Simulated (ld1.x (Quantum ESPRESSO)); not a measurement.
# Re (Z = 75): excitation energies, all-electron against ultrasoft

| Item | Value |
| --- | --- |
| Element | Re |
| Generator | ld1.x (Quantum ESPRESSO) 7.5 |
| Type | ultrasoft |
| Functional | LDA (PZ) |
| Relativity | scalar-relativistic |
| Frozen core | [Kr] 4d10 |
| Valence charge | 29 |
| Reference configuration | 4f14 5s2 5p6 5d5 6s2 6p0 |
| Partial waves | 5s (bound): rcut 1.35, rcutus 1.85 bohr; 6s (bound): rcut 1.35, rcutus 1.85 bohr; 5p (bound): rcut 1.60, rcutus 1.80 bohr; 6p (bound, empty): rcut 1.60, rcutus 1.80 bohr; 5d (bound): rcut 1.40, rcutus 1.55 bohr; 5d channel at 0.65 Ry: rcut 1.40, rcutus 1.55 bohr; 4f (bound): rcut 0.90, rcutus 1.15 bohr; 4f channel at 0.9 Ry: rcut 0.90, rcutus 1.15 bohr |
| Local potential | all-electron potential smoothed inside 1.40 bohr (lloc = -1) |
| Core correction | none |
| Augmentation charge | built from norm-conserving waves at rcut, not smoothed further |

Energies are relative to the spin-unpolarised reference configuration 4f14 5s2 5p6 5d5 6s2 6p0; without spin polarisation the order of configurations can differ from experiment. Spin-polarised rows fill each open shell by Hund’s rule, majority spin first.

| valence configuration | charge | ΔE all-electron (eV) | error AE − PS (meV) |
| --- | --- | --- | --- |
| 4f14 5s2 5p6 5d5 6s1 6p0 | +1 | 9.516 | +1250 |
| 4f14 5s2 5p6 5d5 6s0 6p0 | +2 | 26.196 | +3158 |
| 4f14 5s2 5p6 5d4 6s0 6p0 | +3 | 53.640 | +3156 |
| 4f14 5s2 5p6 5d6 6s0 6p0 | +1 | 9.722 | +3154 |
| 4f14 5s2 5p6 5d5 6s0 6p1 | +1 | 15.424 | +2049 |
| 4f14 5s1 5p6 5d5 6s2 6p0 | +1 | 92.063 | -1308 |
| 4f14 5s2 5p6 5d5.5 6s1.5 6p0 | 0 | 0.392 | +907 |
| 4f14 5s2 5p6 5d5 6s1 6p0 (spin-polarised) | +1 | 5.051 | +1219 |

Problem. What are ΔE and the potential's error for 4f14 5s2 5p6 5d5 6s2 6p0 (spin-polarised)?

Solution. ΔE = -3.112 eV all-electron; the error (AE − PS) is +163 meV.

Levels in the configuration 4f14 5s2 5p6 5d5 6s0 6p1:

```json
{"level": "4f", "all-electron (eV)": "-51.982", "pseudo (eV)": "-53.488"}
{"level": "5s", "all-electron (eV)": "-94.887", "pseudo (eV)": "-95.581"}
{"level": "5p", "all-electron (eV)": "-56.594", "pseudo (eV)": "-57.214"}
{"level": "5d", "all-electron (eV)": "-14.554", "pseudo (eV)": "-15.080"}
{"level": "6p", "all-electron (eV)": "-7.982", "pseudo (eV)": "-7.220"}
```

These tests converged, but a pseudo level misses the all-electron one widely, so the file describes the atom poorly there or has found another state: 4f14 5s2 5p6 5d5 6s0 6p0: empty 6s by 2.3 eV; 4f14 5s2 5p6 5d4 6s0 6p0: empty 6p by 2.2 eV.

A Bessel basis up to 400 Ry misses an occupied level by 1.41 Ry, so cutoffs and ghosts were not judged. The potential misses its own reference levels by up to 2.4 eV, so it is not fit for use.
